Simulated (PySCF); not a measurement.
AlH3, SMILES [AlH3].

The structure is a stationary point at ωB97X-D3(BJ)/def2-TZVPD. The isomer is the one that the SMILES or the coordinates give; other isomers of the formula were not compared.

Method: M06-2X/def2-TZVPD in PySCF.

Isolated molecule, no solvent.

```json
{
  "total_energy": "-244.16955 hartree",
  "point_group": "D3h",
  "highest_occupied_level": "-9.72 eV",
  "lowest_empty_level": "-1.19 eV",
  "orbital_gap": "8.52 eV",
  "dipole_moment": "0.00 D",
  "quadrupole, principal values (traceless, Buckingham form, about the centre of nuclear charge)": "-3.16, -3.16, 6.33 D·Å",
  "mean_static_polarisability": "32.5 bohr³ (4.82 Å³)",
  "polarisability_principal_values": "27.2, 35.1, 35.1 bohr³"
}
```
